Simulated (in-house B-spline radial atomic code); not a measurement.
A fraction x of an electron is removed from 3d in the scandium ion Sc²⁺, starting from [Ar] 3d1 and keeping the highest spin. Method: non-relativistic B3LYP, spin-polarised, spherical fractional occupations, point nucleus. Calculated with a B-spline radial code for spherical atoms.

Caution: exact exchange at fractional occupations of open shells leaves self-interaction of up to several eV.

```csv
x,E(x) - E(0) (eV),3d up level (eV)
0,0.0000,-17.695
0.06,1.0833,-18.417
0.2,3.7816,-20.140
0.33,6.5063,-21.786
0.45,9.2138,-23.344
0.5,10.3974,-24.003
0.53,11.1234,-24.401
0.65,14.1481,-26.016
0.85,19.6261,-28.779
0.91,21.3782,-29.624
1,24.1020,-
```

The exact functional would give a straight line between the two integer points. Deviations E(x) - E(0) - x[E(1) - E(0)], in eV: -0.363 at x = 0.06, -1.039 at x = 0.2, -1.447 at x = 0.33, -1.632 at x = 0.45, -1.654 at x = 0.5, -1.651 at x = 0.53, -1.518 at x = 0.65, -0.861 at x = 0.85, -0.555 at x = 0.91.

The curve lies below the straight line by up to 1.654 eV (at x = 0.5): convex, the delocalisation error, to which spherically averaged exact exchange adds.

(1) How well does Slater's transition state (minus the level at half occupation) give the ionisation energy?

Results:

(1) It gives 24.003 eV against 24.102 eV from the two total energies; NIST lists 24.76 eV, ground level to ground level. The end point has an open shell averaged over its orbitals, so its exact exchange keeps a self-interaction and this is no true integer point.
